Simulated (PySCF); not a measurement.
C₇H₇N.
SMILES with atom numbers: `[CH2:1]=[CH:2][c:3]1[cH:4][cH:5][n:6][cH:7][cH:8]1` (hydrogens: H9, H10 on C1; H11 on C2; H12 on C4; H13 on C5; H14 on C7; H15 on C8)

Level of theory: PySCF, TDDFT CAM-B3LYP/def2-SVPD, vertical, gas phase, core orbitals frozen in the response. The structure is a single GFN2-xTB conformer in the gas phase; no vibrational or solvent corrections. Torsions of this conformer, `[CH2:1]=[CH:2][c:3]1[cH:4][cH:5][n:6][cH:7][cH:8]1`: C1–C2–C3–C4 0°.

**Question.** List the vertical singlet excitations with oscillator strengths and describe the spectrum.

**Answer.** 

| state | E (eV) | ν̃ (cm⁻¹) | f | symmetry | main configurations (H = HOMO, L = LUMO) |
| --- | --- | --- | --- | --- | --- |
| S1 | 4.77 | 38500 | 0.0029 | A″ | H-1→L (90%), H-1→L+5 (8%) |
| S2 | 5.21 | 42020 | 0.048 | A′ | H-2→L (69%), H→L+1 (23%) |
| S3 | 5.33 | 42950 | 0.332 | A′ | H→L (92%) |
| S4 | 5.42 | 43700 | 0.0001 | – | H-1→L+1 (99%) |
| S5 | 6.51 | 52530 | 0.216 | A′ | H→L+1 (72%), H-2→L (22%) |
| S6 | 6.75 | 54460 | 0.429 | A′ | H-2→L+1 (82%) |
| S7 | 7.09 | 57210 | 0.0072 | A″ | H→L+2 (91%) |
| S8 | 7.26 | 58560 | 0.0004 | – | H-4→L (92%) |

Triplets (Tamm–Dancoff): T1 3.36 eV, H→L (88%); T2 4.16 eV, H-1→L (83%), H-1→L+5 (12%); T3 4.37 eV, H-2→L (82%).

The lowest singlet comes at 260 nm (461 kJ/mol) in the ultraviolet; it is very weak; its leading configuration is HOMO-1→LUMO (90%). The strongest level in the table is S6 at 6.75 eV (184 nm, f = 0.429). Löwdin shares by element: HOMO carbon 56% or more, nitrogen 12% (atoms not listed hold the other 31%); LUMO carbon 48% or more, nitrogen 13% (atoms not listed hold the other 39%). The listed states span 2.49 eV, and the widest gap between neighbours is 1.10 eV (S4 to S5). Of the 8 states listed, 4 reach f = 0.01 and 2 stay under 0.0005. The oscillator strengths of these states sum to 1.035; summed over the whole spectrum of an exact calculation they would give the number of electrons, 56 (Thomas–Reiche–Kuhn). Symmetry labels in Cs follow from the direction of the transition dipole and are given only for states with f of 0.002 or more. Only the lowest 8 singlets were computed, as vertical energies without vibronic structure.
